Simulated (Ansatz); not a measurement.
Nudged elastic band run: C2H7AlBF

Input:

```yaml
crystal:
  periodic: [false, false, false]
  atoms:
    - { symbol: C, position_ang: [-1.921911, -0.510034, 0.80377] }
    - { symbol: Al, position_ang: [-0.332153, 0.543532, 1.275637] }
    - { symbol: B, position_ang: [1.368036, 0.602635, -0.093398] }
    - { symbol: C, position_ang: [1.419726, -0.150249, -1.4678] }
    - { symbol: F, position_ang: [2.433974, 1.330267, 0.253489] }
    - { symbol: H, position_ang: [-1.652567, -1.529004, 0.475138] }
    - { symbol: H, position_ang: [-2.443886, -0.046655, -0.053826] }
    - { symbol: H, position_ang: [-2.653675, -0.598852, 1.621828] }
    - { symbol: H, position_ang: [-0.322313, 1.35726, 2.654377] }
    - { symbol: H, position_ang: [2.36692, -0.024864, -2.015484] }
    - { symbol: H, position_ang: [0.58677, 0.197864, -2.105356] }
    - { symbol: H, position_ang: [1.228079, -1.2271, -1.314474] }
basis:
  gaussian: { orbitals: def2-SVP }
hamiltonian:
  xc: pbe0
  dispersion: d4
neb:
  order_check: false
  images: 5
  f_tol: 0.05
  max_iterations: 60
  spring: 50.0
  final_atoms:
    - { symbol: C, position_ang: [-1.91347984, -0.53505657, 0.81962274] }
    - { symbol: Al, position_ang: [-0.29005145, 0.45274423, 1.32085111] }
    - { symbol: B, position_ang: [1.36538183, 0.60129663, -0.09427627] }
    - { symbol: C, position_ang: [1.3771319, -0.05662928, -1.51718416] }
    - { symbol: F, position_ang: [2.44139593, 1.30681793, 0.26817154] }
    - { symbol: H, position_ang: [-2.71803243, -0.47938022, 1.56944268] }
    - { symbol: H, position_ang: [-1.68148456, -1.60419864, 0.66169146] }
    - { symbol: H, position_ang: [-2.32097166, -0.17322383, -0.14108844] }
    - { symbol: H, position_ang: [-0.20615781, 1.12608174, 2.77048506] }
    - { symbol: H, position_ang: [2.31532821, 0.09399157, -2.07405454] }
    - { symbol: H, position_ang: [0.53874239, 0.35060835, -2.11125655] }
    - { symbol: H, position_ang: [1.1691975, -1.13825191, -1.43850364] }
  initial_path:
    images:
      - { positions_ang: [[-1.921911, -0.510034, 0.80377], [-0.332153, 0.543532, 1.275637], [1.368036, 0.602635, -0.093398], [1.419726, -0.150249, -1.4678], [2.433974, 1.330267, 0.253489], [-1.652567, -1.529004, 0.475138], [-2.443886, -0.046655, -0.053826], [-2.653675, -0.598852, 1.621828], [-0.322313, 1.35726, 2.654377], [2.36692, -0.024864, -2.015484], [0.58677, 0.197864, -2.105356], [1.228079, -1.2271, -1.314474]] }
      - { positions_ang: [[-1.89415024, -0.53694864, 0.79039196], [-0.30434847, 0.51016632, 1.28013156], [1.34273787, 0.60363392, -0.08028711], [1.37683588, -0.11832093, -1.47275722], [2.46319641, 1.32489426, 0.27565652], [-1.77260358, -1.49058884, 0.7757628], [-2.18838754, -0.34338168, -0.14019191], [-2.66885294, -0.36350204, 1.3259333], [-0.26082011, 1.28096284, 2.69611136], [2.29542367, 0.02415154, -2.01876345], [0.50697786, 0.25572168, -2.07148869], [1.18099118, -1.20198843, -1.32659811]] }
      - { positions_ang: [[-1.86638948, -0.56386328, 0.77701392], [-0.27654394, 0.47680064, 1.28462611], [1.31743974, 0.60463284, -0.06717622], [1.33394577, -0.08639286, -1.47771445], [2.49241881, 1.31952153, 0.29782404], [-1.89264016, -1.45217369, 1.0763876], [-1.93288907, -0.64010836, -0.22655782], [-2.68403088, -0.12815208, 1.03003859], [-0.19932721, 1.20466569, 2.73784572], [2.22392734, 0.07316708, -2.02204289], [0.42718573, 0.31357936, -2.03762138], [1.13390336, -1.17687686, -1.33872222]] }
      - { positions_ang: [[-1.83862872, -0.59077792, 0.76363588], [-0.2487394, 0.44343496, 1.28912067], [1.29214161, 0.60563176, -0.05406532], [1.29105565, -0.05446478, -1.48267167], [2.52164122, 1.31414879, 0.31999156], [-2.01267674, -1.41375853, 1.3770124], [-1.67739061, -0.93683504, -0.31292374], [-2.69920882, 0.10719787, 0.73414389], [-0.13783432, 1.12836853, 2.77958007], [2.15243101, 0.12218262, -2.02532234], [0.34739359, 0.37143704, -2.00375407], [1.08681553, -1.15176529, -1.35084633]] }
      - { positions_ang: [[-1.86357909, -0.57220414, 0.78229817], [-0.26251008, 0.44653805, 1.29969748], [1.31655502, 0.60418672, -0.06746897], [1.31974773, -0.05518628, -1.49417583], [2.49489279, 1.31170517, 0.30271822], [-2.24779531, -1.1022991, 1.44115583], [-1.67875526, -1.15928957, 0.011948], [-2.57312977, 0.01372397, 0.44239978], [-0.16060882, 1.12760627, 2.7765484], [2.20673008, 0.1127856, -2.04156641], [0.41117652, 0.36449414, -2.03958823], [1.11427619, -1.14726083, -1.38006543]] }
      - { positions_ang: [[-1.88852946, -0.55363035, 0.80096045], [-0.27628077, 0.44964114, 1.3102743], [1.34096842, 0.60274167, -0.08087262], [1.34843982, -0.05590778, -1.50567999], [2.46814436, 1.30926155, 0.28544488], [-2.48291387, -0.79083966, 1.50529925], [-1.68011991, -1.3817441, 0.33681973], [-2.44705072, -0.07974993, 0.15065567], [-0.18338331, 1.126844, 2.77351673], [2.26102914, 0.10338859, -2.05781047], [0.47495945, 0.35755125, -2.07542239], [1.14173684, -1.14275637, -1.40928454]] }
      - { positions_ang: [[-1.91347984, -0.53505657, 0.81962274], [-0.29005145, 0.45274423, 1.32085111], [1.36538183, 0.60129663, -0.09427627], [1.3771319, -0.05662928, -1.51718416], [2.44139593, 1.30681793, 0.26817154], [-2.71803243, -0.47938022, 1.56944268], [-1.68148456, -1.60419864, 0.66169146], [-2.32097166, -0.17322383, -0.14108844], [-0.20615781, 1.12608174, 2.77048506], [2.31532821, 0.09399157, -2.07405454], [0.53874239, 0.35060835, -2.11125655], [1.1691975, -1.13825191, -1.43850364]] }
```

Launched with:

```bash
$ ansatz run input.yaml --threads 2 --pin off --max-ram 3072MiB --backend cpu --events-out ev --progress --plain --runs-dir out
```

Output, in part (warnings, iteration lines, the closing report on the highest movable image, with atoms numbered from 0):

```
NEB end point (image 0): max|allowed force component| = 1.518e-2 eV/Å (the criterion of neb.relax_end_points is 1.000e-2)
NEB end point (image 6): max|allowed force component| = 8.348e-3 eV/Å (the criterion of neb.relax_end_points is 1.000e-2)
NEB iter   1: max|band force component| = 8.487e0 eV/Å  barrier→ = 1.5773 eV  barrier← = 1.5771 eV  Δτ_max = 0.1677 Å  (181 SCF iters)
NEB iter   2: max|band force component| = 1.990e0 eV/Å  barrier→ = 0.1187 eV  barrier← = 0.1185 eV  Δτ_max = 0.1577 Å  (149 SCF iters)
NEB iter   3: max|band force component| = 9.682e-1 eV/Å  barrier→ = 0.0503 eV  barrier← = 0.0502 eV  Δτ_max = 0.1627 Å  (148 SCF iters)
NEB iter   4: max|band force component| = 8.444e-1 eV/Å  barrier→ = 0.0386 eV  barrier← = 0.0385 eV  Δτ_max = 0.0894 Å  (146 SCF iters)
NEB iter   5: max|band force component| = 1.968e-1 eV/Å  barrier→ = 0.0000 eV  barrier← = -0.0001 eV  CI = image 1  Δτ_max = 0.0216 Å  (146 SCF iters)
NEB iter   6: max|band force component| = 6.424e-2 eV/Å  barrier→ = -0.0001 eV  barrier← = -0.0002 eV  CI = image 1  Δτ_max = 0.0172 Å  (141 SCF iters)
NEB iter   7: max|band force component| = 2.040e-2 eV/Å  barrier→ = -0.0001 eV  barrier← = -0.0002 eV  CI = image 1  Δτ_max = 0.0000 Å  (263 SCF iters)
Total energy: -12163.79176544 eV, -447.0111024657 hartree
Atom 0 at    -1.925352    -0.510130     0.805629 Å, force    -0.004617     0.007842    -0.003423 eV/Å
Atom 1 at    -0.323916     0.522695     1.284821 Å, force    -0.001480     0.000590    -0.000231 eV/Å
Atom 2 at     1.367257     0.599290    -0.093272 Å, force     0.001953    -0.001180     0.000562 eV/Å
Atom 3 at     1.405335    -0.113258    -1.489112 Å, force     0.000477     0.000328     0.000536 eV/Å
Atom 4 at     2.444186     1.302800     0.270651 Å, force    -0.001569    -0.000213    -0.001247 eV/Å
Atom 5 at    -1.697541    -1.592068     0.813366 Å, force     0.001727     0.000326     0.002687 eV/Å
Atom 6 at    -2.262329    -0.282556    -0.220942 Å, force     0.000132    -0.004187     0.002569 eV/Å
Atom 7 at    -2.776765    -0.351355     1.485831 Å, force     0.002460    -0.002061    -0.002128 eV/Å
Atom 8 at    -0.282830     1.280969     2.693862 Å, force     0.001200    -0.002379     0.000276 eV/Å
Atom 9 at     2.352800     0.016616    -2.035192 Å, force     0.000151     0.000231     0.000376 eV/Å
Atom 10 at     0.575637     0.263517    -2.114433 Å, force     0.000461     0.000013     0.000390 eV/Å
Atom 11 at     1.200520    -1.191718    -1.367307 Å, force    -0.000897     0.000689    -0.000366 eV/Å
Dipole moment:    -0.146365    -0.202517    -0.254371 e Å
```

The run converged. The highest image is an end point: on this band no image between the ends rises above it. Inner images lie up to 0.004 eV below the lower end, so the ends aren't the lowest states on this path.

Final band (atoms are numbered from 1 in the order of the input):

```tsv
image	path coordinate (Å)	energy (kcal/mol)	dihedral H6–C1–Al2–H9 (°)
0	0.00	0.0	-132
1	0.60	0.0	-110
2	1.27	-0.1	-85
3	1.95	-0.1	-62
4	2.62	-0.1	-39
5	3.30	0.0	-17
6	3.97	0.0	5
```

The run took 89 s on 2 threads of Arm Neoverse V2, with other jobs on the host, peak memory 0.25 GiB.
